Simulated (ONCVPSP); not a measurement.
What one change does to a pseudopotential (iridium (Ir), ONCV)

```
Element                 : Ir
Generator               : ONCVPSP 4.0.1
Type                    : optimised norm-conserving Vanderbilt (ONCV)
Functional              : BLYP
Relativity              : scalar-relativistic
Frozen core             : [Xe] 4f14
Valence charge          : 9
Reference configuration : 5d7 6s2
Partial waves           : 6s: rc 2.35 bohr, ncon 4, nbas 9, qcut 2.7 1/bohr, 2 projectors, debl 0.5 Ha; p scattering state at 0.08 Ha: rc 2.55 bohr, ncon 4, nbas 8, qcut 2.7 1/bohr, 2 projectors, debl 2.8 Ha; 5d: rc 2.35 bohr, ncon 5, nbas 10, qcut 5.7 1/bohr, local
Local potential         : the d channel
Core correction         : Teter function, fcfact 3, rcfact 1.65
```

In the p channel the program set the typed energies aside and used 0.050, 2.850 Ha.

Change: all radii but the core radius scaled by about 1.10 (s 2.58, p 2.80, d 2.58 bohr).

Cutoffs: the cutoffs (Ha) at which the residual kinetic energy of the hardest occupied pseudo-wave falls to 1 and 0.1 mHa per electron; they do not see the model core or the augmentation charge, which bear on the density cutoff. Errors are all-electron minus pseudo energies relative to the spin-unpolarised reference configuration.

What does the change do?

The potential gets softer (14 Ha and 30 Ha → 13 Ha and 26 Ha); both files keep a bound ghost (s); of the 4 tests that both files solve, the error grows in 0 and shrinks in 1 by more than 15 % and 0.3 meV (median size 138.9 → 123.1 meV). A larger radius leaves more room for a smooth pseudo-wave, so fewer plane waves are needed.

| quantity | base | changed |
| --- | --- | --- |
| cutoff, loose | 14 Ha | 13 Ha |
| cutoff, tight | 30 Ha | 26 Ha |
| loose cutoff by channel | s 4.4 Ha, d 14 Ha | s 4.1 Ha, d 13 Ha |
| bound ghosts | s | s |
| GHOST(+) flags under 300 eV | p at 70.8 eV | p at 74.8 eV |
| error for 5d7 6s1, meV [ΔE 9.85 eV] | -32 | -31 |
| error for 5d7 6s0, meV [ΔE 27.39 eV] | -165 | -168 |
| error for 5d6 6s0, meV [ΔE 57.84 eV] | -378 | -430 |
| error for 5d8 6s0, meV [ΔE 8.75 eV] | -113 | -79 |
| rms error of d²Exc/dni dnj with the model core, mHa | 1.20 | 1.25 |

 A true bound ghost makes a file unfit for plane-wave use even where its test errors are small: the radial tests pick states by their node count and pass the ghost by.
